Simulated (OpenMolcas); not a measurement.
## Pt6+ in a point-charge field

Pt6+ among 6 point charges of -1.7 e arranged as a trigonal antiprism (D3d), 2.09 Å from the ion, with a polar angle of 65.7° against the regular 54.74°.

- Program: OpenMolcas
- Method: CASSCF
- Basis: ANO-RCC-VDZP [7s6p4d2f]
- Scalar Hamiltonian: DKH2, point nucleus
- Active space: 4 electrons in 5 orbitals (5d)
- State averaging: 2S+1 = 5 even, 5 roots; 2S+1 = 3 even, 45 roots; 2S+1 = 1 even, 50 roots
- Spin-orbit coupling: state interaction with AMFI integrals over the reference wave functions

The lowest spin-free states (labels of D3, the rotations of D3d), above the lowest:

```tsv
State	Degeneracy	E (cm-1)	Free-ion L (%)
5E	2	0.0	D (100)
5E	2	7981	D (100)
5A1	1	11394	D (100)
3A2	1	18852	H (58)
3E	2	20349	H (64)
3A1	1	21690	H (49)
3E	2	22533	H (71)
3E	2	23237	H (60)
3A2	1	24078	H (49)
3E	2	24609	H (38)
3A2	1	25334	P (59)
3E	2	27124	F (32)
3A1	1	27541	G (49)
3A2	1	28064	F (76)
3A1	1	29632	F (34)
3E	2	29637	P (48)
1A1	1	29998	I (84)
1E	2	30153	I (79)
3E	2	30187	H (45)
1E	2	30805	I (63)
```

The lowest levels with spin-orbit coupling:

```
E (cm-1)  Degeneracy  Label      2S+1               g
     0.0           1     A1  5 (62 %)                
    4988           1     A2  5 (84 %)                
    8046           2      E  5 (83 %)  0.00 0.00 0.97
   12293           2      E  5 (84 %)  0.00 0.00 3.24
   13490           1     A1  5 (83 %)                
   14677           2      E  5 (84 %)  0.00 0.00 4.00
   15489           1     A2  5 (79 %)                
   16804           1     A1  5 (77 %)                
   18331           2      E  5 (68 %)  0.00 0.00 8.16
   20188           2      E  5 (64 %)  0.00 0.00 4.06
   20453           1     A2  5 (74 %)                
   20464           2      E  5 (69 %)  0.00 0.00 3.31
   22667           1     A1  3 (49 %)                
   23312           1     A2  5 (66 %)                
   23559           1     A1  5 (52 %)                
   23645           2      E  3 (47 %)  0.00 0.00 2.75
   24651           2      E  5 (58 %)  0.00 0.00 5.89
   27281           1     A1  3 (48 %)                
   28538           2      E  3 (61 %)  0.00 0.00 3.37
   29822           2      E  3 (55 %)  0.00 0.00 2.29
```

Powder χT (cm3 K/mol): 0 at 2 K, 0.00147 at 10 K, 0.00737 at 50 K, 0.0147 at 100 K, 0.0295 at 200 K, 0.0442 at 300 K. The effective moment at 300 K is 2.828 √(χT) = 0.59 μB.

Spin-orbit coupling mixes the spin-free states strongly: the lowest level takes only 44 % from its leading state, 5E. Without dynamic correlation the repulsion within the d shell is too large (B by tens of per cent), so at a given field states of lower spin stand too high. Point charges give a weaker field than real ligands, and real ions of this kind are as a rule low spin; the high spin found here belongs to the model. Point charges carry no covalency, so the field is a model and not that of real ligands. No measured value stands beside these numbers.

With an even number of electrons the g values are those of a degenerate or nearly degenerate non-Kramers pair.
